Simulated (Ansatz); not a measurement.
A run for Ansatz (an electronic-structure program): R-PBE0/def2-TZVPP on CH4BBr (SMILES CBBr), a point of a torsion scan.

Ansatz 0.2 input:
```yaml
crystal:
  periodic: [false, false, false]
  atoms:
    - {symbol: C, position_ang: [-0.72749124, -0.14752748, 0.00661894]}
    - {symbol: B, position_ang: [0.74937059, 0.19410952, 0.40858829]}
    - {symbol: Br, position_ang: [1.15481780, 0.88998078, 2.08908319]}
    - {symbol: H, position_ang: [-1.02967723, 0.43495369, -0.86569981]}
    - {symbol: H, position_ang: [-1.46097197, 0.02800713, 0.79152086]}
    - {symbol: H, position_ang: [-0.81352303, -1.18989546, -0.30428828]}
    - {symbol: H, position_ang: [1.63870352, 0.02455057, -0.33766570]}
basis:
  gaussian:
    orbitals: def2-TZVPP
hamiltonian:
  xc: {name: PBE0}
scf: {lower_state_search: off}
```

Output:

```
WARN ansatz: RAYON_NUM_THREADS=1 ignored (pool sized by the plan → 1); use --threads N
Functional definition: PBE0
these checks for a lower state are left out or cut short: stability, starts, cluster_reference, orbital_swaps, neighbouring_geometries, increment
integrals: 0.07 GiB planned
998 factors; their error is unknown
mean field: 0.69 GiB planned
mean field evaluation 1: about -71809.6053 eV, gradient 5.0e1 eV
mean field evaluation 2: about -71807.0848 eV, gradient 5.6e1 eV
mean field evaluation 4: about -71815.4573 eV, gradient 3.0e0 eV
mean field evaluation 8: about -71815.4767 eV, gradient 9.7e-2 eV
mean field evaluation 16: about -71815.9044 eV, gradient 2.5e-5 eV
mean field -71815.90435499 eV, -2639.1858064776 hartree, gradient 4.8e-6 eV, S^2 0.000000; 0 other end points of the search recorded, 0 dependent functions left out
reference -71815.90438201 eV, -2639.1858074707 hartree; 25, 25 occupied and 141, 141 virtual orbitals, 998 factors
Total energy: -71815.90438201 eV, -2639.1858074707 hartree
Checks for a lower state left out: stability, starts, cluster_reference, orbital_swaps, neighbouring_geometries, increment
```

The calculation finished and met its thresholds.

Cost: about 1.7 core-seconds (a rough figure).
